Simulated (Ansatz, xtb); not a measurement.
Stretching the Cd1–H2 bond in CdH2Se (SMILES [SeH][CdH]) (multiplicity 1 held, fragments rigid). Energies count from the point at 1.673 Å.
Geometry at that point (charge 0, multiplicity 1):
```xyz
4

Cd    -0.57783    -0.43492    -0.71649
H     -1.52690    -1.15540    -1.89055
Se     0.83269     0.66553     1.01516
H      0.95137    -0.59637     1.76637
```

R- and RO- levels are restricted; in cc, def2 and unpolarised 6-31G sets they are followed outwards from rest. Unrestricted levels (U-) break spin symmetry where that is lower. Curves can end on different states.

Cores are frozen in the correlated methods. Filled d and f shells under p-block atoms count as core.

The values were computed with Ansatz (Gaussian orbitals); xtb for the GFN methods. Values without a source in brackets are computed. In def2 rows elements past Kr take small-core potentials, without spin–orbit coupling. The GFN methods have no spin term and hold the electronic entropy of 300 K.

**Question.** One of these levels gives 65.00 kcal/mol for the energy at R = 5.353 Å. Which?
A. U-HF/def2-SVP
B. GFN2-xTB
C. U-MP2/def2-SVP
D. R-MP2/def2-SVP

**Answer.** C, U-MP2/def2-SVP. The others give 83.23 (GFN2-xTB), 50.19 (U-HF/def2-SVP), 99.82 (R-MP2/def2-SVP)

Doubts at one or more of the structures used: a spin-contaminated determinant (U-HF/def2-SVP, U-MP2/def2-SVP); a restricted determinant that unrestricted orbitals would lower (R-MP2/def2-SVP).

Ansatz is a program for electronic structure.
